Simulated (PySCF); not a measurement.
CH2Cl6Si2, charge -1, doublet, at a GFN2-xTB geometry (a state made from the parent by changing its charge; the spin is typed, not shown lowest); MP2/STO-3G run with PySCF.

The PySCF input:
```python
from pyscf import gto, scf, mp

mol = gto.M(
    atom='''
Cl    3.087990   -0.396772   -1.265694
Si    1.473981    0.293217   -0.194612
Cl    2.179332    0.667664    1.668849
Cl    0.976619    2.069056   -1.021812
C     0.105443   -0.995103   -0.215735
Si   -1.635604   -0.253433    0.203303
Cl   -2.051876    0.257377   -1.987281
Cl   -1.203103   -0.203777    2.439484
Cl   -2.916123   -1.884244    0.276264
H     0.336163   -1.781037    0.505877
H     0.055626   -1.463471   -1.199885
''',
    basis='sto-3g',
    charge=-1,
    spin=1,
    verbose=4,
)

mf = scf.UHF(mol)
mf.kernel()

pt = mp.MP2(mf, frozen=41)
pt.kernel()
print('E(MP2) = %.10f' % pt.e_tot)
```

Task: What does PySCF print? Leave out banner, timings and long lists.

Result: 
```
PySCF version 2.14.0

[INPUT] verbose = 4
[INPUT] num. atoms = 11
[INPUT] num. electrons = 139
[INPUT] charge = -1
[INPUT] spin (= nelec alpha-beta = 2S) = 1
[INPUT] symmetry False subgroup None
[INPUT] Mole.unit = angstrom
[INPUT] Symbol           X                Y                Z      unit          X                Y                Z       unit  Magmom
[INPUT]  1 Cl     3.087990000000  -0.396772000000  -1.265694000000 AA    5.835455375396  -0.749790413896  -2.391815017505 Bohr   0.0
[INPUT]  2 Si     1.473981000000   0.293217000000  -0.194612000000 AA    2.785420402813   0.554099825067  -0.367763380554 Bohr   0.0
[INPUT]  3 Cl     2.179332000000   0.667664000000   1.668849000000 AA    4.118340614501   1.261702103232   3.153667553254 Bohr   0.0
[INPUT]  4 Cl     0.976619000000   2.069056000000  -1.021812000000 AA    1.845542438047   3.909949176388  -1.930944830794 Bohr   0.0
[INPUT]  5 C      0.105443000000  -0.995103000000  -0.215735000000 AA    0.199258391753  -1.880472135733  -0.407680065483 Bohr   0.0
[INPUT]  6 Si    -1.635604000000  -0.253433000000   0.203303000000 AA   -3.090843608243  -0.478918960927   0.384186990302 Bohr   0.0
[INPUT]  7 Cl    -2.051876000000   0.257377000000  -1.987281000000 AA   -3.877483681568   0.486372040762  -3.755416822552 Bohr   0.0
[INPUT]  8 Cl    -1.203103000000  -0.203777000000   2.439484000000 AA   -2.273535169643  -0.385082720485   4.609956645258 Bohr   0.0
[INPUT]  9 Cl    -2.916123000000  -1.884244000000   0.276264000000 AA   -5.510673815545  -3.560705111855   0.522063298077 Bohr   0.0
[INPUT] 10 H      0.336163000000  -1.781037000000   0.505877000000 AA    0.635256003212  -3.365672147717   0.955968982717 Bohr   0.0
[INPUT] 11 H      0.055626000000  -1.463471000000  -1.199885000000 AA    0.105117905405  -2.765559381243  -2.267454030974 Bohr   0.0

nuclear repulsion = 1313.92259285959
number of shells = 45
number of NR pGTOs = 237
number of NR cGTOs = 79
basis = sto-3g
ecp = {}

******** <class 'pyscf.scf.uhf.UHF'> ********
method = UHF
initial guess = minao
damping factor = 0
level_shift factor = 0
DIIS = <class 'pyscf.scf.diis.CDIIS'>
diis_start_cycle = 1
diis_space = 8
diis_damp = 0
SCF conv_tol = 1e-09
SCF conv_tol_grad = None
SCF max_cycles = 50
direct_scf = True
direct_scf_tol = 1e-13
number electrons alpha = 70  beta = 69
Set gradient conv threshold to 3.16228e-05
init E= -3336.166612306

cycle= 1 E= -3337.41139820536  delta_E= -1.24  |g|= 0.334  |ddm|= 3.02
cycle= 2 E= -3337.54089578226  delta_E= -0.129  |g|= 0.0883  |ddm|= 0.941
cycle= 3 E= -3337.54941091266  delta_E= -0.00852  |g|= 0.0279  |ddm|= 0.203
cycle= 4 E= -3337.55134259995  delta_E= -0.00193  |g|= 0.0109  |ddm|= 0.131
cycle= 5 E= -3337.55162714095  delta_E= -0.000285  |g|= 0.00553  |ddm|= 0.0461
cycle= 6 E= -3337.55171781236  delta_E= -9.07e-05  |g|= 0.00214  |ddm|= 0.0306
cycle= 7 E= -3337.55173127644  delta_E= -1.35e-05  |g|= 0.000697  |ddm|= 0.0136
cycle= 8 E= -3337.55173243652  delta_E= -1.16e-06  |g|= 0.000322  |ddm|= 0.00298
cycle= 9 E= -3337.55173272553  delta_E= -2.89e-07  |g|= 0.000109  |ddm|= 0.00169
cycle= 10 E= -3337.55173275832  delta_E= -3.28e-08  |g|= 2.93e-05  |ddm|= 0.000628
cycle= 11 E= -3337.5517327606  delta_E= -2.28e-09  |g|= 8.93e-06  |ddm|= 0.000164
cycle= 12 E= -3337.5517327608  delta_E= -1.97e-10  |g|= 3.05e-06  |ddm|= 5.05e-05
Extra cycle  E= -3337.55173276084  delta_E= -4e-11  |g|= 1.74e-06  |ddm|= 1.02e-05
converged SCF energy = -3337.55173276084  <S^2> = 0.75801705  2S+1 = 2.008001

******** <class 'pyscf.mp.ump2.UMP2'> ********
nocc = (np.int64(29), np.int64(28)), nmo = (38, 38)
frozen orbitals 41
E(UMP2) = -3337.68202358914  E_corr = -0.130290828294959
E(SCS-UMP2) = -3337.69082443667  E_corr = -0.139091675832494
E_corr(same-spin) = -0.0199122901401428
E_corr(oppo-spin) = -0.110378538154816
E(MP2) = -3337.6820235891
```
